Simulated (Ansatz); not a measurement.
Input file for `N#[C][GeH]([F])[F]`:

```yaml
crystal:
  periodic: [false, false, false]
  atoms:
    - {symbol: N, position_ang: [1.935417, -1.316054, 0.912326]}
    - {symbol: C, position_ang: [1.049131, -0.715531, 0.491174]}
    - {symbol: Ge, position_ang: [-0.432522, 0.316371, -0.131577]}
    - {symbol: F, position_ang: [-1.568639, -0.795349, -0.764483]}
    - {symbol: F, position_ang: [0.135405, 1.230773, -1.461457]}
    - {symbol: H, position_ang: [-1.076691, 1.215690, 0.907818]}
basis:
  gaussian: {orbitals: def2-QZVPP}
correlation: {method: ccsd_t}
```

```sh
$ ansatz run in.yaml --threads 2 --pin off --events-out ev --progress --plain --max-ram 32768MiB --backend cuda --devices 0, --max-vram 18GiB
```

Output of Ansatz, abridged:

```
Functional definition: HF
2214 factors; integrals over basis functions are off by at most 9.4e-4 eV
mean field evaluation 1: about -64415.4445 eV, gradient 4.9e1 eV
mean field evaluation 2: about -64415.5736 eV, gradient 4.9e1 eV
mean field evaluation 4: about -64420.1872 eV, gradient 4.6e0 eV
mean field evaluation 8: about -64420.2605 eV, gradient 5.1e-1 eV
mean field -64420.26127418 eV, -2367.4009362047 hartree, gradient 1.5e-6 eV, S^2 0.000000; 0 other end points of the search recorded, 0 dependent functions left out
13 core orbitals not correlated: weight in the atoms' cores, before any rotation towards them, 1.000 or more for the frozen orbitals, at most 0.000 for the correlated occupied ones
reference -64420.26127418 eV, -2367.4009362047 hartree; 19, 19 occupied and 315, 315 virtual orbitals, 2214 factors
second order -38.35694039 eV of doubles, -0.00000000 eV of singles
cycle   1  -36.56471989 eV  change     1.8e0 eV  update   1.4e-1
cycle   2  -37.45003391 eV  change   -8.9e-1 eV  update   4.4e-2
cycle   3  -37.62659654 eV  change   -1.8e-1 eV  update   1.9e-2
cycle   4  -37.60246828 eV  change    2.4e-2 eV  update   5.1e-3
cycle   5  -37.59902060 eV  change    3.4e-3 eV  update   2.1e-3
cycle   6  -37.60249257 eV  change   -3.5e-3 eV  update   6.1e-4
cycle   7  -37.60303203 eV  change   -5.4e-4 eV  update   2.3e-4
cycle   8  -37.60288954 eV  change    1.4e-4 eV  update   6.7e-5
cycle   9  -37.60288922 eV  change    3.2e-7 eV  update   2.4e-5
perturbative correction -1.37869545 eV, -0.0506661234 hartree
Total energy: -64459.24285885 eV, -2368.8334830188 hartree
```

It took 34 s on 2 threads of an AMD EPYC 7R13 on a shared host and a share of an NVIDIA H100 80 GB, with 0.86 GiB of host memory at the peak.

MP2 recovers 98.4 % of the CCSD(T) correlation energy and the triples give 3.5 %; T1 = 0.0134.
